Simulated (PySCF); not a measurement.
# Structure elucidation problem

An unknown has the formula C6H7F3Si. Its calculated NMR data are:

$^{1}$H NMR (300 MHz, computed): δ 7.31 (m, 1H), 6.06 (t, 1H), 4.78 (m, 2H), 2.28 (s, 3H).

$^{13}$C{$^{1}$H} NMR (computed): δ 166.2 (C), 157.4 (CH), 141.7 (C), 134.5 (C), 131.7 (CH), 25.0 (CH3).

- σ from GIAO-PBE0/pcSseg-1
- structure optimised with GFN2-xTB
- run in PySCF 2.14
- rapidly exchanging positions averaged, non-relativistic Hamiltonian, a single conformation, no solvent model

Scale: TMS for $^{1}$H (31.72 ppm) and $^{13}$C (186.93 ppm) (reference shieldings calculated alike).

Question: Which candidate is it?
A. FC(F)=C(F)/C=C\[C@@H]1C[SiH2]1
B. C[Si@H]1C=CC(C(F)(F)F)=C1
C. FC(F)(F)C#CC1C[SiH2]C1
D. CC1=C[SiH2]C(C(F)(F)F)=C1
E. FC(F)=C(F)/C=C/[C@@H]1C[SiH2]1
F. CC1=C(C(F)(F)F)C=C[SiH2]1

Answer: D. 

1. Rings plus π bonds: 3 (1 ring in the answer).
2. 6 carbon signals for 6 carbons: no two carbons are equivalent.
3. Carbon types of the structure: 3 × C, 2 × CH, 1 × CH3, leaving 2 H on heteroatoms.
4. δC 166.2, 141.7: fully substituted alkene carbon.
5. δC 157.4, 131.7: alkene CH; the olefinic region.
6. δC 134.5: CF3 carbon; 3 electronegative neighbours deshield it.
7. δH 7.31, 6.06: hydrogen on an alkene CH; olefinic region.
8. δH 2.28: hydrogen on an allylic methyl carbon; allylic position.

The others: FC(F)(F)C#CC1C[SiH2]C1 would give 5 carbon signals, not 6; FC(F)=C(F)/C=C\[C@@H]1C[SiH2]1 would give 7 signals for carbon-bound and other non-exchanging H, not 4; FC(F)=C(F)/C=C/[C@@H]1C[SiH2]1 would give 7 signals for carbon-bound and other non-exchanging H, not 4; C[Si@H]1C=CC(C(F)(F)F)=C1 would give 5 signals for carbon-bound and other non-exchanging H, not 4; CC1=C(C(F)(F)F)C=C[SiH2]1 has carbons computed at 156.8, 156.7, 146.8, 133.7, 129.4, 17.2.

Splittings by $^{19}$F in the carbon and heteronuclear signals aren't shown, as no couplings were computed. Shifts are as computed. Against solution values, carbons near 30 ppm lie about +3 ppm off and those near 130 ppm about +5 ppm. Of 1211 compounds with measured shifts, 218 miss one by over three times the rms of a fit or turn the order of signals round; such compounds aren't used in these exercises. No couplings were computed; multiplicities are counted from neighbouring protons, with m where these are inequivalent, close in shift, in a saturated or five-membered ring or joined by F or P, and br s for small geminal =CH2 splittings.
